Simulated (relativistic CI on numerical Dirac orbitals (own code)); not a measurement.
## Ho²⁺: 3d photoemission

Computed with this model: Dirac-Coulomb-Breit CI, orbitals from a KLI potential per configuration, model QED (radiative potential, 1s self-energy scaled to tabulated hydrogen-like ionisation energies), multiplet model of photoemission in the sudden approximation, unscaled Slater integrals; configurations [Xe] 4f11 → [Ar] 3d9 4s2 4p6 4d10 4f11 5s2 5p6; 80 K; Lorentzian 0.63 eV and Gaussian 0.7 eV FWHM. Energies are those of the free ion, without screening or charge transfer. The energies are binding energies and can lie tens of eV above those of solids. S is read from ⟨S²⟩ = S(S + 1).

free ion: ground-state S = 1.48, centroid 1383.54 eV. Peaks (eV, height): 1364.7 (73), 1366.3 (43), 1368.7 (29), 1369.3 (28), 1373.0 (14), 1374.3 (14), 1407.4 (100), 1410.5 (12).

Strongest unbroadened transitions for free ion:

| Energy (eV) | Relative strength |
| --- | --- |
| 1364.53 | 100.0 |
| 1365.03 | 67.5 |
| 1366.14 | 31.3 |
| 1366.37 | 17.6 |
| 1366.48 | 20.5 |
| 1367.27 | 34.2 |
| 1368.56 | 19.4 |
| 1368.64 | 11.3 |
| 1369.59 | 22.0 |
| 1373.09 | 9.7 |
| 1374.30 | 9.7 |
| 1405.99 | 26.8 |
| 1406.69 | 17.7 |
| 1407.05 | 43.6 |
| 1407.30 | 52.2 |
| 1407.45 | 70.7 |
| 1407.61 | 48.8 |
| 1410.56 | 14.2 |
